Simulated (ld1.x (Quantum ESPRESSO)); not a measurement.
**Si: one change to a TM potential, before and after**

```
Element                 : silicon
Generator               : ld1.x (Quantum ESPRESSO) 7.5
Type                    : norm-conserving Troullier–Martins (Kleinman–Bylander form)
Functional              : PBEsol
Relativity              : non-relativistic
Frozen core             : [Ne]
Valence charge          : 4
Reference configuration : 3s1 3p3
Partial waves           : 3s (bound): rc 1.40 bohr; 3p (bound): rc 1.75 bohr; 3d channel at -0.15 Ry: rc 1.50 bohr
Local potential         : all-electron potential smoothed inside 1.20 bohr (lloc = -1)
Core correction         : Bessel-smoothed model core inside 1.30 bohr
```

All-electron outer shells of the reference configuration (PBEsol, non-relativistic, ld1.x):

```csv
shell,level (eV),outermost node (bohr),outermost maximum (bohr)
2p,-97.08,–,0.39
3s,-11.46,0.72,1.77
3p,-4.65,0.72,2.11
```

Change: reference 3s2 3p2.

Cutoffs: the cutoffs (Ry, on a coarse ladder) from which the occupation-weighted sum of valence levels, in a spherical-Bessel basis at the reference potential, stays within 10 and 1 mRy of its value at 400 Ry; they do not see the model core or the augmentation charge, which bear on the density cutoff. Errors are all-electron minus pseudo energies relative to the spin-unpolarised reference configuration.

Q: What does the change do?

A: The potential gets harder (15 Ry and 55 Ry → 18 Ry and 70 Ry); neither file shows a bound ghost.

| quantity | base | changed |
| --- | --- | --- |
| cutoff, loose | 15 Ry | 18 Ry |
| cutoff, tight | 55 Ry | 70 Ry |
| bound ghosts | none | none |
| largest error over its own tests, meV | +215 | +301 |
| s: phases at 1.90 bohr within 0.05 rad from the reference energy up to (Ry; the scan ends near 5) | -0.3 | -0.3 |
| p: phases at 1.90 bohr within 0.05 rad from the reference energy up to (Ry; the scan ends near 5) | 2.6 | 2.6 |
| d: phases at 1.90 bohr within 0.05 rad from the reference energy up to (Ry; the scan ends near 5) | to the end of the scan | to the end of the scan |
